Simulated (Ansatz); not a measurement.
The cluster Hg₂Cl₄⁺. Total charge 1; doublet. Geometry PBE0-D4/def2-SVP, basis def2-TZVP, Ansatz.

Cartesian coordinates in Å:
```
Hg 1.0116 0.1881 -0.8599
Hg -2.0240 -0.5926 1.7573
Cl -3.6315 0.1979 3.1215
Cl 2.9348 -0.4226 -2.5806
Cl 2.0205 2.1104 -1.7483
Cl -0.3114 -1.4812 0.3100
```

```json
{"run": "A", "HOMO (eV)": "-13.22", "LUMO (eV)": "-9.40"}
{"run": "B", "HOMO (eV)": "-11.49", "LUMO (eV)": "-10.54"}
{"run": "C", "HOMO (eV)": "-12.97", "LUMO (eV)": "-9.55"}
{"run": "D", "HOMO (eV)": "-15.92", "LUMO (eV)": "-4.91"}
{"run": "E", "HOMO (eV)": "-11.85", "LUMO (eV)": "-10.40"}
{"run": "F", "HOMO (eV)": "-12.40", "LUMO (eV)": "-10.01"}
```

In the def2 sets Hg takes a core potential; there is no spin–orbit coupling. Another isomer (doublet) lies 0.51 eV lower at PBE0-D4/def2-TZVP; other spin states weren't run for this one.

HOMO and LUMO are taken over both spins.

Q: The runs used HF, PBE, PBE0, r2SCAN, r2SCAN0, r2SCANh. Estimate which is which.

A: A r2SCAN0 (25 % exact exchange); B PBE (0 % exact exchange); C PBE0 (25 % exact exchange); D HF (100 % exact exchange); E r2SCAN (0 % exact exchange); F r2SCANh (10 % exact exchange). Exact exchange lowers occupied and raises empty levels; among semilocal functionals meta-GGAs tend to open the gap a little, and such runs are hard to tell apart. The gap grows from 0.95 eV (PBE) to 11.01 eV (HF).
